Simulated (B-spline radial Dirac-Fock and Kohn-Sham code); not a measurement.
## Photoionisation of rhenium ions at Ga Kα (9251.7 eV)

Method: the independent-particle Dirac-Slater model, thresholds from Dirac-Fock. Computed with a B-spline atomic structure program. Cross sections in kb; a dash marks an empty subshell or a threshold above the photon energy.

```
 ion      configuration  total    3s  3d5/2   4f7/2   5d3/2   5d5/2
  Re  [Xe] 4f14 5d5 6s2  36.72  4.37   5.86  0.0836  0.0337  0.0422
Re³⁺      [Xe] 4f14 5d4  36.71  4.37   5.86  0.0837  0.0329  0.0423
Re⁴⁺      [Xe] 4f14 5d3  36.71  4.37   5.86  0.0839  0.0272  0.0353
Re⁵⁺      [Xe] 4f14 5d2  36.71  4.37   5.86  0.0842  0.0199  0.0259
Re⁶⁺      [Xe] 4f14 5d1  36.72  4.37   5.86  0.0845  0.0108  0.0142
```
